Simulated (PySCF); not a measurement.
C6H5ClOSi.
Atom-mapped SMILES: `[CH:1]#[C:2][C:3]1=[CH:4][O:5]/[C:6](=[CH:7]\[Cl:8])[SiH2:9]1` (hydrogens: H10 on C1; H11 on C4; H12 on C7; H13, H14 on Si9)

Method: TDDFT PBE0/def2-SVPD, vertical, gas phase, core orbitals frozen in the response (PySCF 2.14.0, density-fitted response routines). Geometry: GFN2-xTB; no solvent, vibrations or thermal averaging.

| state | λ (nm) | E (eV) | f | symmetry | main configurations (H = HOMO, L = LUMO) |
| --- | --- | --- | --- | --- | --- |
| S1 | 281.6 | 4.40 | 0.276 | A′ | H→L (97%) |
| S2 | 245.3 | 5.05 | 0.0000 | – | H-2→L (85%) |
| S3 | 238.2 | 5.20 | 0.0006 | – | H→L+1 (91%) |
| S4 | 229.3 | 5.41 | 0.083 | A′ | H-1→L (57%), H→L+2 (41%) |
| S5 | 220.5 | 5.62 | 0.0004 | – | H→L+3 (90%) |
| S6 | 213.8 | 5.80 | 0.0031 | A′ | H→L+2 (45%), H-1→L (35%) |
| S7 | 205.6 | 6.03 | 0.0015 | – | H→L+4 (64%), H→L+5 (15%) |
| S8 | 201.9 | 6.14 | 0.0000 | – | H-1→L+1 (30%), H→L+5 (26%), H→L+4 (26%) |

Triplets, Tamm–Dancoff:

| state | E (eV) | λ (nm) | main configurations (H = HOMO, L = LUMO) |
| --- | --- | --- | --- |
| T1 | 3.06 | 404.7 | H→L (88%) |
| T2 | 3.72 | 333.6 | H-1→L (51%), H→L+2 (37%) |
| T3 | 4.78 | 259.3 | H-2→L (76%), H-2→L+2 (11%) |

The lowest singlet lies at 4.40 eV (282 nm, ultraviolet) and is strong; its leading configuration is HOMO→LUMO (97%). The lowest level is also the most intense of those listed (f = 0.276). Löwdin shares by element: HOMO carbon 44% or more, oxygen 17% (atoms not listed hold the other 39%); LUMO carbon 62% or more (atoms not listed hold the other 38%). Weighted by f, the mean energy of these states is 4.65 eV. The oscillator strengths of these states sum to 0.365; summed over the whole spectrum of an exact calculation they would give the number of electrons, 80 (Thomas–Reiche–Kuhn). The listed states span 1.74 eV, and the widest gap between neighbours is 0.65 eV (S1 to S2). Symmetry labels in Cs follow from the direction of the transition dipole and are given only for states with f of 0.002 or more. Singlets were solved by full linear response, triplets in the Tamm–Dancoff approximation.
